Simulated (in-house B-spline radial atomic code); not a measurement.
Configurations of Br+, with energies counted from [Ar] 3d10 4s2 4p4. All numbers are computed (non-relativistic TPSSh, spin-polarised, spherical fractional occupations, exact exchange averaged over the configuration; point nucleus) with a radial B-spline atomic code at the basis-set limit, not measured. Shells without spins written out take the highest spin.

Occupations are held fixed; configurations that lie above the ionisation limit could autoionise.

```json
{"configuration": "[Ar] 3d10 4s2 4p3 4d1", "E - E(ref) (eV)": "12.434", "highest orbital": "4d up", "its <r> (bohr)": "3.311"}
{"configuration": "[Ar] 3d10 4s2 4p3 5f1", "E - E(ref) (eV)": "18.771", "highest orbital": "5f up", "its <r> (bohr)": "14.54"}
{"configuration": "[Ar] 3d9 4s2 4p4 5s1", "E - E(ref) (eV)": "81.808", "highest orbital": "5s up", "its <r> (bohr)": "4.273"}
{"configuration": "[Ar] 3d9 4s2 4p4 4f1", "E - E(ref) (eV)": "88.168", "highest orbital": "4f up", "its <r> (bohr)": "8.466"}
```

(1) Order these further configurations by energy, lowest first.
A. [Ar] 3d9 4s2 4p4 4d1
B. [Ar] 3d10 4s1 4p5
C. [Ar] 3d10 4s1 4p4 4d1
D. [Ar] 3d10 4s2 4p3 5s1

Answers

(1) D (11.502 eV), B (12.382 eV), C (24.972 eV), A (82.584 eV).
